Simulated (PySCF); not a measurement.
Run record: excited-state job, `C=CC[AsH]BC`.

Computed with TDDFT PBE0/def2-SVPD, vertical, gas phase, core orbitals frozen in the response (PySCF 2.14.0, density-fitted response routines). Geometry: GFN2-xTB. A driver script takes a list of jobs; this job's settings line and coordinates (Å) are shown.

Input:
```
{"job": {"kind": "uv", "xc": "PBE0", "basis": "def2-SVPD", "nstates": 8, "ntriplets": 3}, "charge": 0, "multiplicity": 1}
C     -2.970593     0.312908     0.931743
C     -2.350102    -0.325980    -0.045985
C     -0.983831    -0.889444     0.056843
As     0.306305     0.174947    -1.079783
B      1.940497    -0.397222    -0.077105
C      2.986708     0.628199     0.484995
H     -3.958458     0.723889     0.811264
H     -2.515141     0.441800     1.900933
H     -2.831013    -0.438805    -1.011556
H     -0.955648    -1.911371    -0.332431
H     -0.643635    -0.900258     1.093500
H      0.126009     1.464746    -0.316649
H      2.128926    -1.545418     0.098676
H      4.010735     0.257323     0.493561
H      2.727643     0.816519     1.530311
H      2.973999     1.597111    -0.014762
```

Output:
```
coarse grid: 57952 points
cycle   1  E = -2418.1814961223  dE = -4.053e-01  |g| = 4.151e-01  |ddm| = 5.490e+00
cycle   2  E = -2418.1792611204  dE =  2.235e-03  |g| = 4.255e-01  |ddm| = 1.153e+00
cycle   3  E = -2418.2251337382  dE = -4.587e-02  |g| = 4.087e-02  |ddm| = 5.521e-01
cycle   4  E = -2418.2256059324  dE = -4.722e-04  |g| = 1.995e-02  |ddm| = 1.189e-01
cycle   5  E = -2418.2257264261  dE = -1.205e-04  |g| = 5.126e-03  |ddm| = 4.053e-02
cycle   6  E = -2418.2257312052  dE = -4.779e-06  |g| = 9.510e-04  |ddm| = 8.524e-03
final grid: 122840 points
cycle   7  E = -2418.2257391032  dE = -3.144e-08  |g| = 1.107e-03  |ddm| = 9.107e-03
cycle   8  E = -2418.2257388975  dE =  2.057e-07  |g| = 1.442e-03  |ddm| = 3.630e-03
cycle   9  E = -2418.2257394319  dE = -5.344e-07  |g| = 1.437e-04  |ddm| = 1.910e-03
cycle  10  E = -2418.2257394380  dE = -6.119e-09  |g| = 3.077e-05  |ddm| = 2.876e-04
cycle  11  E = -2418.2257394383  dE = -2.274e-10  |g| = 5.689e-06  |ddm| = 4.786e-05
converged SCF energy = -2418.2257394383

Static polarisability (au): isotropic 100.233, principal 82.225 89.037 129.437

Singlet excitations
state   eV       nm        f      main configurations
  1   4.2672    290.6   0.03072   H->L 0.80, H-1->L 0.16
  2   4.8043    258.1   0.11895   H-1->L 0.80, H->L 0.17
  3   5.7511    215.6   0.00148   H-2->L 0.67, H->L+1 0.20, H-3->L 0.08
  4   5.8599    211.6   0.01900   H->L+1 0.71, H-2->L 0.15
  5   6.2938    197.0   0.01152   H-3->L 0.47, H->L+2 0.28, H-2->L 0.08
  6   6.3473    195.3   0.04940   H->L+2 0.64, H-3->L 0.23
  7   6.3957    193.9   0.05150   H-1->L+1 0.53, H-1->L+2 0.22, H-1->L+3 0.11
  8   6.5463    189.4   0.06625   H->L+3 0.78

Triplet excitations (Tamm-Dancoff, eV): 3.4517 4.0469 4.6518
```

The SCF starts on a coarse grid where the log names one; the energy can jump when the final grid takes over, and dE then counts from the start density on the new grid. H and L stand for HOMO and LUMO; the number after each pair is its weight.

**Question.** Which computed singlet has the largest oscillator strength, and what do all of them sum to?

**Answer.** State 2 at 4.80 eV (258 nm), f = 0.119; the 8 states sum to 0.349.

**Question.** Give S1 in cm⁻¹ and kJ/mol.

**Answer.** 4.2672 eV × 8065.54 = 34417 cm⁻¹; × 96.485 = 411.7 kJ/mol.

Main results: HOMO -6.93 eV, LUMO -1.46 eV; lowest singlet 4.27 eV; lowest triplet 3.45 eV (Tamm–Dancoff); mean polarisability 100.2 au.

 Relativistic effects, spin–orbit coupling among them, are left out although an element past zinc is present.

The run took 42 s wall on one thread of an x86-64 server, on a shared host.

One conformer stands for the species.
Labels such as C1 count atoms from 1, the log's own numbers from 0.
